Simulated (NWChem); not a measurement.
System: H₃O₂ cation; SMILES O[OH2+]

```xyz
5

O     -0.0015     0.8042    -0.1187
O      0.0011    -0.6410     0.0836
H      0.0126     1.1080     0.8299
H      0.8090    -0.9757    -0.4033
H     -0.8194    -0.9755    -0.3819
```
Atoms are numbered in this order, from 1.

Program: NWChem. The geometry was optimised at PBE-D3(BJ)/def2-SVP. Level: M05-2X/def2-SVP with COSMO at NWChem's default radii, gas-phase geometry; rows give the dielectric constant. Reactions with the solvent are ignored.

```tsv
dielectric constant	electrostatic solvation energy (kcal/mol)
1.5	-28.7
11.7	-79.3
25.0	-83.3
37.5	-84.4
46.7	-84.9
```
